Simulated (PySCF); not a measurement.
C4H7Cl.

```xyz
12

C     -2.2854     1.0682    -0.3797
C     -1.2602    -0.0111    -0.7585
C     -0.6913    -0.7176     0.4354
C      0.5922    -0.7355     0.8377
Cl     1.8925     0.0704    -0.0012
H     -2.7126     1.5466    -1.2838
H     -1.8173     1.8608     0.2382
H     -3.1274     0.6426     0.2049
H     -1.7505    -0.7628    -1.4174
H     -0.4329     0.4339    -1.3478
H     -1.3977    -1.2713     1.0803
H      0.9330    -1.2696     1.7370
```

Geometry optimised at PBE-D3(BJ)/def2-SVP. One conformer was computed; it need not be the lowest.

Computed with PBE/pcSseg-1 (PySCF). Non-relativistic, no solvent.

Computed absolute GIAO shielding of each atom: isotropic value and principal components (ppm):
| atom | σ(iso) | σ11 | σ22 | σ33 | span |
|---|---|---|---|---|---|
| C1 | 162.5 | 151.6 | 156.7 | 179.2 | 27.6 |
| C2 | 152.4 | 135.4 | 159.3 | 162.6 | 27.2 |
| C3 | 38.1 | -76.2 | 54.1 | 136.3 | 212.6 |
| C4 | 47.3 | -41.2 | 76.5 | 106.6 | 147.7 |
| Cl5 | 721.6 | 465.5 | 785.4 | 913.8 | 448.3 |
| H6 | 29.8 | 25.7 | 27.2 | 36.4 | 10.6 |
| H7 | 30.1 | 26.0 | 29.0 | 35.3 | 9.2 |
| H8 | 30.0 | 26.3 | 28.1 | 35.6 | 9.4 |
| H9 | 29.0 | 24.5 | 27.6 | 35.0 | 10.6 |
| H10 | 28.2 | 23.4 | 28.5 | 32.6 | 9.3 |
| H11 | 25.2 | 23.2 | 24.8 | 27.7 | 4.5 |
| H12 | 25.0 | 20.4 | 26.6 | 28.0 | 7.6 |
